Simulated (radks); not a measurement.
Values are calculated unless marked as measured or tabulated.
Q: Radial electron density D(r) = 4 pi r^2 rho(r) of an atom or ion with 29 electrons. Level of theory: non-relativistic Kohn-Sham, Slater X-alpha with alpha = 0.953, spin-polarised, spherical densities, point nucleus (a radial shooting solver on a logarithmic mesh with Libxc functionals).

| r (bohr) | D(r) (e/bohr) | spin D(r) |
|---|---|---|
| 0.002995 | 1.584 | 0.000520 |
| 0.003932 | 2.584 | 0.000848 |
| 0.005161 | 4.146 | 0.00136 |
| 0.006774 | 6.507 | 0.00212 |
| 0.008963 | 10.04 | 0.00324 |
| 0.01176 | 14.71 | 0.00467 |
| 0.01544 | 20.50 | 0.00632 |
| 0.02043 | 26.96 | 0.00784 |
| 0.02682 | 32.35 | 0.00838 |
| 0.0352 | 35.06 | 0.00706 |
| 0.0462 | 33.97 | 0.00347 |
| 0.06113 | 30.20 | -0.000966 |
| 0.08024 | 28.17 | -0.00182 |
| 0.1053 | 31.55 | 0.00400 |
| 0.1394 | 38.39 | 0.00985 |
| 0.1829 | 39.69 | -0.00574 |
| 0.2401 | 31.11 | -0.0557 |
| 0.3152 | 20.65 | -0.114 |
| 0.417 | 19.08 | -0.142 |
| 0.5473 | 22.96 | -0.147 |
| 0.7184 | 21.36 | -0.150 |
| 0.9506 | 13.48 | -0.0803 |
| 1.248 | 6.415 | 0.122 |
| 1.638 | 2.738 | 0.369 |
| 2.15 | 1.257 | 0.484 |
| 2.844 | 0.5897 | 0.391 |
| 3.733 | 0.2382 | 0.200 |
| 4.9 | 0.06520 | 0.0603 |
| 6.484 | 0.009440 | 0.00911 |
| 8.511 | 0.0006856 | 0.000674 |

What is the nuclear charge?

A: Z = 29. The innermost maximum, from 1s, lies near 1/Z = 0.0345 bohr (found: 0.0372), and its height grows with Z. The density is that of neutral copper in [Ar] 3d10 4s1; the configuration itself is not fixed sharply by these data, and Z only to about a unit. D(r) has 3 maxima, at r = 0.0372, 0.166, 0.598 bohr, and minima at 0.0790, 0.376 bohr, inside which lie 2.11, 10.92 electrons.
